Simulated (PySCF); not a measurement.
Cl3Sn (SMILES [Cl][Sn-]([Cl])[Cl]), charge -1, singlet, geometry from GFN2-xTB (such geometries of metal compounds can be far from the true shape) (core potentials on Sn); B3LYP/def2-SV(P) (PySCF).

Here is a job for PySCF.
```python
from pyscf import gto, scf, dft

mol = gto.Mole()
mol.atom = '''
    Sn   -0.00024598    0.00560843    0.57812327
    Cl   -1.94257826   -1.06785136   -0.55730815
    Cl    0.05159000    2.20812614   -0.58824027
    Cl    1.89171173   -1.15677018   -0.55481414
'''
mol.basis = 'def2-sv(p)'
mol.ecp = {'Sn': 'def2-sv(p)'}
mol.charge = -1
mol.verbose = 4
mol.build()

mf = dft.RKS(mol)
mf.xc = 'b3lyp'
mf.conv_tol = 1e-4
mf.kernel()
```

Output, abridged:

```
PySCF version 2.14.0

[INPUT] verbose = 4
[INPUT] num. atoms = 4
[INPUT] num. electrons = 74
[INPUT] charge = -1
[INPUT] spin (= nelec alpha-beta = 2S) = 0
[INPUT] symmetry False subgroup None
[INPUT] Mole.unit = angstrom
[INPUT] Symbol           X                Y                Z      unit          X                Y                Z       unit  Magmom
[INPUT]  1 Sn    -0.000245980000   0.005608430000   0.578123270000 AA   -0.000464834832   0.010598396689   1.092494646538 Bohr   0.0
[INPUT]  2 Cl    -1.942578260000  -1.067851360000  -0.557308150000 AA   -3.670940886934  -2.017946612144  -1.053159770488 Bohr   0.0
[INPUT]  3 Cl     0.051590000000   2.208126140000  -0.588240270000 AA    0.097490970766   4.172753653093  -1.111613005740 Bohr   0.0
[INPUT]  4 Cl     1.891711730000  -1.156770180000  -0.554814140000 AA    3.574817076327  -2.185978829264  -1.048446774636 Bohr   0.0

nuclear repulsion = 357.80236076643
number of shells = 34
number of NR pGTOs = 169
number of NR cGTOs = 80
basis = def2-sv(p)
ecp = {'Sn': 'def2-sv(p)'}

******** <class 'pyscf.dft.rks.RKS'> ********
method = RKS
initial guess = minao
damping factor = 0
level_shift factor = 0
DIIS = <class 'pyscf.scf.diis.CDIIS'>
diis_start_cycle = 1
diis_space = 8
diis_damp = 0
SCF conv_tol = 0.0001
SCF conv_tol_grad = None
SCF max_cycles = 50
direct_scf = True
direct_scf_tol = 1e-13
XC library pyscf.dft.libxc version 7.1.2
    S. Lehtola, C. Steigemann, M. J. T. Oliveira, and M. A. L. Marques,  SoftwareX 7, 1–5 (2018)
XC functionals = b3lyp
    P. J. Stephens, F. J. Devlin, C. F. Chabalowski, and M. J. Frisch,  J. Phys. Chem. 98, 11623 (1994)
radial grids:
    Treutler-Ahlrichs [JCP 102, 346 (1995); DOI:10.1063/1.469408] (M4) radial grids

becke partition: Becke, JCP 88, 2547 (1988); DOI:10.1063/1.454033
pruning grids: <function nwchem_prune>
grids dens level: 3
symmetrized grids: False
atomic radii adjust function: <function treutler_atomic_radii_adjust>
small_rho_cutoff = 0
Set gradient conv threshold to 0.01
Initial guess from minao.
tot grids = 78600
init E= -1572.0292951134
  HOMO = -0.665727202787873  LUMO = -0.585762925160044  gap/eV = 2.17594
cycle= 1 E= -1592.632197481  delta_E= -20.6  |g|= 2.89  |ddm|=  7.4
  HOMO = 0.331356839628235  LUMO = 0.390767677317572  gap/eV = 1.61665
cycle= 2 E= -1591.79018733427  delta_E= 0.842  |g|= 3.89  |ddm|= 8.08
  HOMO = 0.00562896529701362  LUMO = 0.204191784153844  gap/eV = 5.40317
cycle= 3 E= -1594.76283780521  delta_E= -2.97  |g|= 0.371  |ddm|= 4.85
  HOMO = -0.0719330902323728  LUMO = 0.130829836257947  gap/eV = 5.51746
cycle= 4 E= -1594.79905452343  delta_E= -0.0362  |g|= 0.273  |ddm|= 1.09
  HOMO = -0.0731953829328631  LUMO = 0.137863405907126  gap/eV = 5.74320
cycle= 5 E= -1594.82483628204  delta_E= -0.0258  |g|= 0.0276  |ddm|= 0.379
  HOMO = -0.0670910452444093  LUMO = 0.144811187611786  gap/eV = 5.76615
cycle= 6 E= -1594.82502881265  delta_E= -0.000193  |g|= 0.0065  |ddm|= 0.0529
  HOMO = -0.0671725134968448  LUMO = 0.144766153923907  gap/eV = 5.76714
cycle= 7 E= -1594.82504016624  delta_E= -1.14e-05  |g|= 0.001  |ddm|= 0.00828
  HOMO = -0.0672693446582395  LUMO = 0.14478609766106  gap/eV = 5.77032
Extra cycle  E= -1594.82504029851  delta_E= -1.32e-07  |g|= 0.000846  |ddm|= 0.00315
converged SCF energy = -1594.82504029851
```
